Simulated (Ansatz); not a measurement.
Compare A (`C=[C](O)[AlH2]`) with its isomer B (`[OH][Al]1[CH2][CH2]1`).

Gas-phase electronic energies from Ansatz, PBE0-D4/def2-TZVP geometries. CCSD(T)/CBS adds triple-zeta CCSD(T) − MP2 to the extrapolated MP2 energy (def2 sets, frozen cores). Functionals use def2-TZVPP. B3LYP here is the variant with VWN-RPA as its local correlation; programs differ in this. Each species was taken in one conformer, which may not be the lowest.

Which isomer does CCSD(T)/CBS put lower? Give the gap. (Estimate.)

Computed: B, by 27.5 kcal/mol.

Give E(B) − E(A) in kcal/mol with r2SCAN-D4, B2PLYP, ωB97M-V, CCSD(T)/def2-SVP, PBE-D4, B3LYP, PBE0-D4. (Best estimate.)

Ansatz gave: r2SCAN-D4 -27.6, B2PLYP -26.3, ωB97M-V -26.7, CCSD(T)/def2-SVP -21.5, PBE-D4 -25.4, B3LYP -24.0, PBE0-D4 -27.0. None reverses the order clearly.

Does the order hold for the free energy at 298.15 K (harmonic terms from PBE0-D4)? (An estimate is asked.)

The calculation gave: Yes: G(B) − G(A) = -24.1 kcal/mol, for one conformer each.

Largest T1 diagnostic: 0.013.

From PBE to PBE0 (25 % exact exchange), in def2-TZVPP and without D4, E(B) − E(A) moves by −1.5 kcal/mol. In def2-TZVPP, CCSD(T) changes the Hartree–Fock value by −7.4 kcal/mol (the triples alone add +0.1 kcal/mol) and MP2 by −11.5 kcal/mol.
